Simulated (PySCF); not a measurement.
**`F[C@@H]1C[C@](F)(CS)O1`, C₄H₆F₂OS**

Geometry:
```tsv
atom	x (Å)	y (Å)	z (Å)
F1	-2.056	0.747	-1.495
C2	-1.828	0.180	-0.277
C3	-0.676	0.839	0.484
C4	0.028	-0.500	0.231
F5	0.269	-1.197	1.390
C6	1.276	-0.516	-0.629
S7	2.594	0.506	0.104
O8	-1.119	-1.027	-0.410
H9	-2.802	0.064	0.209
H10	-0.870	1.048	1.531
H11	-0.230	1.695	-0.013
H12	1.628	-1.539	-0.757
H13	1.048	-0.081	-1.601
H14	2.736	-0.220	1.210
```

The calculation used PySCF 2.14.0, TDA HSE06/aug-cc-pVDZ circular dichroism and optical rotation, one conformer, gas phase. Geometry: GFN2-xTB.

The molecule is flexible and this is one conformer; a measurement averages over conformers. States above about 6.9 eV (minus the energy of the highest occupied orbital) lie near or above the ionisation threshold and depend on the basis.

Task: Draw the ECD and absorption spectra from the lowest 16 states, each a Gaussian of half-width 0.3 eV at 1/e height.

Result: 
| E (eV) | λ (nm) | Δε (L mol⁻¹ cm⁻¹) | ε (L mol⁻¹ cm⁻¹) |
| --- | --- | --- | --- |
| 5.20 | 238 | +0.28 | 15.8 |
| 5.35 | 232 | +1.16 | 66.2 |
| 5.50 | 225 | +2.91 | 179 |
| 5.65 | 219 | +4.46 | 365 |
| 5.80 | 214 | +4.32 | 716 |
| 5.95 | 208 | +2.96 | 1350 |
| 6.10 | 203 | +1.85 | 1890 |
| 6.25 | 198 | +1.31 | 1720 |
| 6.40 | 194 | +1.11 | 1050 |
| 6.55 | 189 | +1.01 | 644 |
| 6.70 | 185 | +0.19 | 747 |
| 6.85 | 181 | -1.47 | 1080 |
| 7.00 | 177 | -2.32 | 1250 |
| 7.15 | 173 | -0.82 | 1110 |
| 7.30 | 170 | +2.39 | 963 |
| 7.45 | 166 | +5.99 | 1160 |
| 7.60 | 163 | +9.55 | 1750 |
| 7.75 | 160 | +10.47 | 2700 |
| 7.90 | 157 | +3.29 | 3850 |
| 8.05 | 154 | -12.06 | 4610 |
| 8.20 | 151 | -30.22 | 4810 |
| 8.35 | 148 | -46.68 | 5140 |

Δε uses R in velocity form, ε uses f in length form. Only the states computed contribute, so the short-wavelength end is incomplete.

The sign of the CD band at 164 nm isn't settled: the length form gives the opposite one.
